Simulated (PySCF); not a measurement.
# Two-component Hartree-Fock for Ne³⁺ (neon, charge +3)

Start: [He] 2s2 2p3; 2p1/2 filled at m_j = -1/2, +1/2; 2p3/2 filled at m_j = +3/2. Calculated with PySCF 2.14 in an even-tempered Gaussian basis (19 s from 0.21 bohr⁻², ratio 2.4; 11 p from 0.27 bohr⁻², ratio 2.4; 6 d from 2.1 bohr⁻², ratio 2.6; 5 f from 3.2 bohr⁻², ratio 2.6): generalised Hartree-Fock with the X2C-1e Hamiltonian and a Gaussian nucleus; one run each with spin-orbit coupling (SO) switched off, then screened by Boettger's factors.

| spinor shell | electrons | ε, spin-free (eV) | ε, screened SO (eV) | weight of nominal j (screened SO) | rms radius, screened SO (bohr) |
| --- | --- | --- | --- | --- | --- |
| 1s1/2 | 2 | -975.97 | -975.97 | 1.000 | 0.182 |
| 2s1/2 | 2 | -116.93 | -116.93 | 1.000 | 0.869 |
| 2p1/2 | 2 | -98.485 | -98.513 | 0.507 | 0.824 |
| 2p3/2 | 1 | -98.485 | -98.429 | 1.000 | 0.825 |

```
   quantity   spin-free  screened SO
E (hartree)  -124.24891   -124.24896
        M_J         3/2          3/2
       ⟨J²⟩       3.753        3.753
       ⟨L²⟩       0.000        0.000
       ⟨S²⟩       3.753        3.753
```

Each row is a mean over spinors that exchange with the open shell spreads, by up to 19.981 eV (2s1/2).

Rows whose weight is well below 1 are mixtures of j = l ± 1/2: exchange outweighs spin-orbit coupling there, and the label is only the starting occupation.

Without spin-orbit coupling the j labels of p, d and f shells carry no meaning; the spin-free column gives the mean over the occupied spinors of each nl shell.
